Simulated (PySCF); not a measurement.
BCl, SMILES [B]Cl (connectivity only; charge and spin as stated), charge +1, multiplicity 2.

Geometry: B3LYP-D3(BJ)/def2-TZVPD.

Level of theory: PBE/def2-TZVPD (PySCF).

The molecule is in vacuum.

Task: Estimate the frontier levels, dipole moment and polarisability. (Estimate from the structure and the level; the computed values follow.)

Result: 
* **α spin, highest occupied and lowest empty level**: -15.95 and -11.24 eV
* **β spin, highest occupied and lowest empty level**: -17.50 and -12.72 eV
* **dipole moment about the centre of nuclear charge**: 2.61 D
* **mean static polarisability**: 20.4 bohr³ (3.03 Å³)
* **polarisability, principal values**: 17.7, 17.7, 25.9 bohr³
* **⟨S²⟩**: 0.758 (pure state 0.75)
